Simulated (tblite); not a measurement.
Species: C₃H₉O₂Si (doublet state).
Structure used (GFN2-xTB), in Å, numbered top down from 1:
```xyz
15
C3H9O2Si angstrom
C     -2.5235    0.2686    0.0596
C     -1.0810    0.5629   -0.0606
Si     0.2256   -0.7484   -0.1262
O     -0.2581   -1.9839    0.8129
O      1.6646   -0.2980    0.5044
C      2.4957    0.7224    0.0559
H     -3.0269    0.4055   -0.9036
H     -2.6817   -0.7548    0.3867
H     -3.0049    0.9565    0.7586
H     -0.8409    1.5973   -0.2697
H      0.4523   -1.2496   -1.4932
H      0.3980   -2.4540    1.3203
H      2.6996    0.6211   -1.0131
H      3.4357    0.6616    0.6065
H      2.0410    1.7008    0.2311
```

Method: GFN2-xTB as coded in tblite; computed harmonic values from a numerical Hessian at the method's own geometry, unscaled. This tight-binding method is rough: wavenumbers can miss measured ones by several per cent, in bad cases by 10 to 20. Modes of hydrogen on silicon can be 10 to 20 % off. One conformer, not necessarily the lowest. Open shells enter through the occupations alone, without spin polarisation, and single modes of such species can be off by tens of per cent.

Harmonic wavenumbers (cm⁻¹): 62.8, 78.3, 86.4, 116.6, 129.0, 158.8, 192.6, 265.9, 301.7, 347.2, 492.8, 680.0, 708.7, 724.2, 767.2, 853.5, 908.3, 951.3, 1002.2, 1139.3, 1147.4, 1161.0, 1166.9, 1304.3, 1381.0, 1421.2, 1460.6, 1470.6, 1486.9, 1493.5, 2138.8, 2907.3, 2939.5, 2953.6, 2962.7, 2982.9, 3040.7, 3057.8, 3679.3.

A = 4514, B = 1843, C = 1408 MHz; mass 105.037 u (most abundant isotopes); point group C1, symmetry number 1; spin multiplicity 2.

Question: What is the zero-point energy?

Answer: Half the sum of the wavenumbers: 25061 cm⁻¹ = 299.80 kJ/mol.

Question: What is S at 298.15 K and 1 bar for an ideal gas of classical rigid rotors and harmonic oscillators?

Answer: Translation 166.90, rotation 115.93, vibration 124.58, spin (R ln 2) 5.76: S = 413.2 J/(mol K).

Question: And Cp and H(298.15 K) − H(0)?

Answer: Cp = 143.81 J/(mol K), of which vibrations give 110.56 (their classical limit is 39 R = 324.3); H(298.15 K) − H(0) = 28.70 kJ/mol without the zero-point energy, 18.79 from vibrations.

Question: How do the functions run with temperature in this model?

Answer: 
| T (K) | S (J/(mol K)) | Cp (J/(mol K)) | H − H(0) (kJ/mol) | G − H(0) (kJ/mol) | ln q(vib) |
| --- | --- | --- | --- | --- | --- |
| 50 | 242.4 | 59.9 | 2.13 | -9.99 | 0.45 |
| 100 | 292.7 | 85.5 | 5.83 | -23.43 | 1.84 |
| 373.15 | 447.8 | 164.9 | 40.29 | -126.79 | 9.26 |
| 500 | 500.5 | 196.2 | 63.26 | -187.00 | 12.20 |
| 750 | 589.2 | 241.0 | 118.30 | -323.58 | 17.49 |
| 1000 | 662.9 | 271.2 | 182.55 | -480.35 | 22.22 |

q(vib) and H(0) count from the zero-point level.

Question: Which modes carry the vibrational entropy at 298.15 K?

Answer: 62.8 cm⁻¹: 18.27; 78.3 cm⁻¹: 16.46; 86.4 cm⁻¹: 15.65; 116.6 cm⁻¹: 13.20; 129.0 cm⁻¹: 12.39; 158.8 cm⁻¹: 10.73 J/(mol K); the other 33 give 37.88 together.

Question: What must be added to the electronic energy to get the Gibbs energy at 298.15 K and 1 bar?

Answer: ZPE + [H(298.15 K) − H(0)] − T·S = 299.80 + 28.70 − 123.19 = 205.31 kJ/mol.

Hindered rotation and anharmonicity are outside this model. Other conformers, if any are populated, would add a mixing term that is left out. The structure is chiral; the term R ln 2 for an equal mix with its mirror image is left out.
